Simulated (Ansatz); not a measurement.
A nudged elastic band was laid between two geometries of CHBLiO2 (6 atoms, charge 1, multiplicity 1).

All numbers below come from RKS PBE0/def2-SVP (Ansatz 0.2.0).

```json
{
  "movable images": "9",
  "climbing image": "yes",
  "spring": "5.0 eV/Å²",
  "optimiser": "quadratic models (default)",
  "start path": "through a guess of the saddle point",
  "force threshold": "0.05 eV/Å",
  "iteration limit": "56",
  "end points": "relaxed"
}
```

Initial state:

```xyz
6
Properties=species:S:1:pos:R:3
Li 1.395 2.367 1.981
O 0.673 1.167 0.911
B 0.162 0.264 0.244
C -0.441 -1.093 -0.073
O -0.898 -1.620 -1.121
H -0.892 -1.085 -1.943
```

Final state:

```xyz
6
Properties=species:S:1:pos:R:3
Li 1.428 2.351 2.139
O 0.708 1.188 1.023
B 0.205 0.372 0.254
C -0.427 -0.932 -0.270
O -0.765 -1.047 -1.488
H -1.149 -1.932 -1.657
```

Which bonds break or form, and what moves?

No bond is made or broken. The dihedral B3–C4–O5–H6 changes from 0 to 180° by way of a nearly straight angle B3–C4–O5 (up to 177°), not by a turn about the bond.

What energy profile does the band end with?

It converged. The highest image is number 4 of 0 to 10, 4.4 kcal/mol above the first end and 11.6 kcal/mol above the last; the last end lies 7.2 kcal/mol below the first. A vibrational analysis at the climbing image gives one clearly imaginary mode, 319i cm⁻¹: a first-order saddle point. Limits of this set-up: the dipole of an ion depends on the origin.

| image | path coordinate (Å) | energy (kcal/mol) | angle B3–C4–O5 (°) |
| --- | --- | --- | --- |
| 0 | 0.00 | 0.0 | 134 |
| 1 | 0.16 | 0.4 | 140 |
| 2 | 0.33 | 1.7 | 150 |
| 3 | 0.49 | 3.5 | 162 |
| 4 | 0.66 | 4.4 | 177 |
| 5 | 0.83 | 3.2 | 168 |
| 6 | 1.00 | 0.1 | 153 |
| 7 | 1.17 | -3.6 | 140 |
| 8 | 1.34 | -6.1 | 130 |
| 9 | 1.51 | -7.1 | 123 |
| 10 | 1.68 | -7.2 | 121 |

What is the geometry of the highest image?


```xyz
6
Properties=species:S:1:pos:R:3
Li 1.439 2.388 2.076
O 0.713 1.186 1.045
B 0.186 0.290 0.356
C -0.421 -0.766 -0.372
O -0.943 -1.655 -1.071
H -0.974 -1.443 -2.034
```

What are the harmonic wavenumbers there?

319i, 107, 114, 275, 365, 558, 608, 850, 1300, 1709, 2127, 3502 cm⁻¹.

The band took 14 iterations and about 4 core-minutes.

Time of the run: 4 min on 1 CPU thread of a shared host.
